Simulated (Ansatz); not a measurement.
A single point on CH₃InO₄ (`O=[C](O)[In]([OH])[OH]`).

```yaml
crystal:
  periodic: [false, false, false]
  atoms:
    - {symbol: O, position_ang: [1.094987, -2.021120, 0.770487]}
    - {symbol: C, position_ang: [1.124083, -0.894922, 0.370649]}
    - {symbol: O, position_ang: [2.259411, -0.241394, 0.077285]}
    - {symbol: In, position_ang: [-0.632830, 0.344693, 0.013691]}
    - {symbol: O, position_ang: [-1.806413, 0.312422, -1.582427]}
    - {symbol: O, position_ang: [-1.351483, 1.618587, 1.336110]}
    - {symbol: H, position_ang: [3.002534, -0.843501, 0.260957]}
    - {symbol: H, position_ang: [-1.532272, -0.306941, -2.262446]}
    - {symbol: H, position_ang: [-2.158008, 2.032155, 1.015694]}
basis:
  gaussian: {orbitals: def2-QZVPP}
correlation: {method: mp2}
```

```sh
$ ansatz run in.yaml --threads 4 --pin off --events-out ev --progress --plain --max-ram 10444MiB
```

It prints (some lines left out):

```
Functional definition: HF
2893 factors; integrals over basis functions are off by at most 8.5e-4 eV
mean field evaluation 1: about -14371.4798 eV, gradient 7.1e1 eV
mean field evaluation 2: about -14371.6418 eV, gradient 7.1e1 eV
mean field evaluation 4: about -14380.5234 eV, gradient 4.8e0 eV
mean field evaluation 8: about -14380.6326 eV, gradient 6.9e-1 eV
mean field evaluation 16: about -14380.6353 eV, gradient 2.2e-6 eV
mean field -14380.63534161 eV, -528.4786012594 hartree, gradient 2.2e-6 eV, S^2 0.000000; 0 other end points of the search recorded, 0 dependent functions left out
9 core orbitals not correlated: weight in the atoms' cores, before any rotation towards them, 1.000 or more for the frozen orbitals, at most 0.000 for the correlated occupied ones
reference -14380.63534161 eV, -528.4786012594 hartree; 22, 22 occupied and 426, 426 virtual orbitals, 2893 factors
second order -45.44355558 eV of doubles, -0.00000000 eV of singles
Total energy: -14426.07889719 eV, -530.1486211243 hartree
```

Hardware: 4 threads of an Arm Neoverse V1 on a shared host. Wall time 21 s, peak host memory 2.5 GiB.
